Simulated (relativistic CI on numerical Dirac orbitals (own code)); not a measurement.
**Sc3+ in a cubic cluster: 3s photoemission with charge transfer**

Computed with a charge-transfer multiplet model of a cubic metal-ligand cluster with up to 2 ligand holes, Slater and spin-orbit integrals from Dirac-Coulomb-Breit ions, Slater integrals scaled by 0.8. The ground state mixes d0 with configurations of k ligand holes L, whose averages lie at kΔ + k(k − 1)U_dd/2; a core hole lowers each added d electron by U_cd. 20 K, Lorentzian 1.4 eV and Gaussian 0.8 eV FWHM.

Atomic integrals in eV (Slater integrals scaled, ζ unscaled), ground: F2dd 4.710, F4dd 2.885, zeta_d 0.005; with the core hole: F2dd 4.710, F4dd 2.885, zeta_d 0.013, G2cd 7.380. Where a configuration has fewer than two d electrons, the dd integrals are those of d2.

Cluster parameters (eV): U_dd = 5.3, U_cd = 6.6, 10Dq = 1.2, 10Dq(ligand) = 0.5, V(eg) = 2.7, V(t2g) = -1.26, final-state hopping factor = 0.8.

| Case | n_d | d0 | d1L | d2L2 | S |
| --- | --- | --- | --- | --- | --- |
| Δ = 1.6 eV | 0.77 | 0.36 | 0.51 | 0.13 | 0.00 |
| Δ = 4.6 eV | 0.54 | 0.53 | 0.41 | 0.07 | 0.00 |
| Δ = 5.6 eV | 0.47 | 0.58 | 0.37 | 0.05 | 0.00 |
| Δ = 6.6 eV | 0.41 | 0.63 | 0.33 | 0.04 | 0.00 |
| Δ = 7.6 eV | 0.36 | 0.67 | 0.30 | 0.03 | 0.00 |

Weights, n_d and S are thermal averages at 20 K. Binding energies count from the first peak over 30 % of the highest in each spectrum, which can be another peak from case to case. The parameters are a model scan and need not match a compound or its usual spin state. Peaks in eV (height, largest 100):
- Δ = 1.6 eV: 0.0 (100), 5.3 (11), 10.8 (14)
- Δ = 4.6 eV: 0.0 (100), 6.1 (10), 9.6 (14)
- Δ = 5.6 eV: 0.0 (100), 6.4 (9), 9.4 (13)
- Δ = 6.6 eV: 0.0 (100), 6.6 (9), 9.1 (11)
- Δ = 7.6 eV: 0.0 (100), 6.9 (9), 9.1 (9)

A d0 ion has no d-d gap: its lowest excitations are ligand-to-metal charge transfer. With the core hole the configuration with one ligand hole lies at Δ − U_cd = -5.0, -2.0, -1.0, 0.0, 1.0 eV from the one without, in the order of the table; where this is negative the screened configuration lies lower, though the effective hopping of about 4.8 eV (from the holes of the mixed ground state) mixes the two strongly wherever it is as large as the gap.

With at most 2 ligand holes the space is cut while the next configuration still counts, so covalency is underestimated, and a final configuration with one more ligand hole, which can lie low, is missing from the spectra.

Without intra-shell correlation the exchange splitting of the 3s hole comes out too large.
